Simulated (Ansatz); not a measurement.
Born–Oppenheimer molecular dynamics of a periodic cell of 27 atoms, H$_{4}$C$_{3}$S$_{2}$ (contents 3 CS2 + 3 C2H4, density as packed 0.95 g/cm³ with natural masses). It starts from a partly relaxed structure (largest force component 0.19 eV/Å).

Method: DFT PBE-D3(BJ), scalar-relativistic, plane waves, PAW in Ansatz 0.2.0. Settings: cutoff 420 eV, k mesh 1x1x1, fermi-dirac smearing 0.02 eV, no spin polarisation.

* ensemble: NVT, Langevin thermostat
* time step: 0.5 fs
* steps asked: 200
* set temperature: 1500 K
* friction: 0.02 /fs
* seed: 378202

First frame:

```xyz
27
Lattice="8.1733 0.0000 0.0000 0.0000 8.1733 0.0000 0.0000 0.0000 8.1733" Properties=species:S:1:pos:R:3
S 1.495 1.234 0.922
C 0.090 1.404 0.255
S -1.317 1.569 -0.412
S 2.454 2.529 4.352
C 3.680 3.179 5.069
S 4.914 3.834 5.772
S -0.712 8.109 4.206
C 0.070 6.961 3.491
S 0.862 5.815 2.788
C 4.726 5.345 1.542
C 4.910 6.613 1.176
H 4.745 5.040 2.590
H 4.557 4.559 0.803
H 5.088 7.400 1.912
H 4.903 6.913 0.126
C 8.013 5.986 7.399
C 8.325 4.958 6.602
H 7.804 6.982 6.994
H 7.948 5.880 8.489
H 8.386 5.070 5.513
H 8.534 3.959 7.002
C 3.207 7.618 6.093
C 3.730 7.272 4.918
H 3.297 8.635 6.481
H 2.656 6.907 6.711
H 4.269 7.986 4.292
H 3.635 6.261 4.524
```

**Question.** What does the run give?

**Answer.** All steps were run.

```json
{
 "steps done": "200",
 "time covered": "100 fs",
 "mean temperature over the second half": "1584 K",
 "spread of the potential energy over the second half": "22.9 meV per atom",
 "mean potential energy of the second half above the start": "169.2 meV per atom"
}
```

A run of 0.1 ps of so small a system gives no equilibrium averages. Limits of this set-up: coarse k mesh.

**Question.** What happens to the structure?

**Answer.** Mean squared displacements from the first frame to the last, about the centre of mass: S 0.55 Å², C 0.80 Å², H 2.39 Å². The details hang on the random start.

**Question.** How do temperature and energy run in time?

**Answer.** 
```tsv
time (fs)	T (K)	potential energy less start (eV)
0.0	1444	0.000
5.0	848	1.895
10.0	975	1.394
15.0	1210	2.274
20.0	1539	2.469
25.0	1540	3.259
30.0	1535	2.693
35.0	1810	2.181
40.0	1670	2.976
45.0	1711	3.355
50.0	1422	4.566
55.0	1558	4.059
60.0	1520	4.553
65.0	1502	5.221
70.0	1640	4.646
75.0	1610	4.622
80.0	1477	5.519
85.0	1701	4.704
90.0	1925	3.710
95.0	1249	4.841
100.0	1499	3.745
```

The run took 9.6 min on 1 thread of Arm Neoverse V1 (shared host), peak memory 0.53 GiB.
